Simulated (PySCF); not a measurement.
Zr(OH)3 (H3O3Zr), SMILES [OH][Zr]([OH])[OH] (connectivity only; charge and spin as stated), neutral, multiplicity 2.

The structure is a stationary point at PBE-D3(BJ)/def2-SVP. The multiplicity is an assumed one; other spin states were not compared. The isomer is the one that the SMILES or the coordinates give; other isomers of the formula were not compared. The def2 effective core potentials stand for the cores of Zr; spin–orbit coupling is left out. One conformer was computed; it need not be the lowest.

Calculation: PBE-D3(BJ)/def2-SVP in PySCF.

Frequencies are harmonic and unscaled.

Modes within 1.5 cm⁻¹ of each other (mostly degenerate sets) share a row, with their intensities summed.

Computed harmonic wavenumbers and intensities:
```
mode   ν (cm⁻¹)  IR (km/mol)  moving atoms (share of kinetic energy)
-----  --------  -----------  --------------------------------------
1            74         32.1                 O 44 %, Zr 32 %, H 24 %
2           143          0.0                          H 88 %, O 12 %
3–4         152          0.5                 O 78 %, Zr 12 %, H 10 %
5–6         288        462.8                          H 89 %, O 11 %
7–8         399          0.0                          H 88 %, O 12 %
9           417        225.2                          H 74 %, O 22 %
10          683          0.0                                  O 94 %
11–12       710        315.5                         O 72 %, Zr 24 %
13–14      3872        646.9                                  H 94 %
15         3875          0.0                                  H 94 %
```
